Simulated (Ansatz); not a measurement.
Stretching the Be1–Cl3 bond in BeClF (SMILES [F][Be][Cl]) (multiplicity 1 held, fragments rigid). Energies count from the point at 1.810 Å.
Geometry at that point (charge 0, multiplicity 1):
```xyz
3

Be     0.0000     0.0000    -0.6130
F      0.0000     0.0000    -1.9883
Cl     0.0000     0.0000     1.1969
```

Signs of static correlation in aug-cc-pV(T+d)Z, with CASSCF(6,4), from Ansatz (an electronic-structure program) runs.

| R (Å) | T1 of restricted CCSD | ⟨S²⟩ of UHF | largest double amplitude of restricted CCSD | weight of the CASSCF reference in MRCISD | CASSCF natural occupations |
|---|---|---|---|---|---|
| 1.448 | 0.010 | 0.000 | 0.023 | 0.902 | 2.00 1.99 1.99 0.02 |
| 1.629 | 0.011 | 0.000 | 0.020 | 0.902 | 2.00 2.00 1.99 0.01 |
| 1.810 | 0.011 | 0.000 | 0.021 | 0.901 | 2.00 2.00 1.99 0.01 |
| 1.991 | 0.011 | 0.000 | 0.021 | 0.900 | 2.00 2.00 1.98 0.02 |
| 2.172 | 0.012 | 0.000 | 0.022 | 0.900 | 2.00 2.00 1.98 0.02 |
| 2.443 | 0.013 | 0.000 | 0.029 | 0.899 | 2.00 2.00 1.96 0.04 |
| 2.715 | 0.015 | 0.000 | 0.072 | 0.899 | 2.00 2.00 1.93 0.07 |
| 3.167 | 0.024 | 0.673 | 0.144 | 0.900 | 2.00 2.00 1.82 0.18 |
| 3.620 | 0.043 | 0.917 | 0.234 | 0.902 | 2.00 2.00 1.60 0.40 |
| 4.163 | (withheld) | 0.990 | 0.425 | 0.903 | 2.00 2.00 1.32 0.68 |
| 4.887 | 0.135 | 1.009 | (withheld) | 0.904 | 2.00 2.00 1.12 0.88 |
| 5.792 | 0.161 | 1.011 | 1.051 | 0.904 | 2.00 2.00 1.03 0.97 |

Fill in the missing entries.


- 4.163, T1 of restricted CCSD: 0.082
- 4.887, largest double amplitude of restricted CCSD: 0.785

Doubts at one or more of the structures used: active orbitals that take no part (SC-NEVPT2 on CASSCF(6,4)/aug-cc-pV(T+d)Z); a restricted determinant that unrestricted orbitals would lower (R-CCSD(T)/aug-cc-pV(T+d)Z); other coupled-cluster roots lie near (R-CCSD(T)/aug-cc-pV(T+d)Z); T1 above 0.05 (R-CCSD(T)/aug-cc-pV(T+d)Z, U-CCSD(T)/aug-cc-pV(T+d)Z); a spin-contaminated determinant (U-CCSD(T)/aug-cc-pV(T+d)Z); the program's own flag: other amplitudes (U-CCSD(T)/aug-cc-pV(T+d)Z).
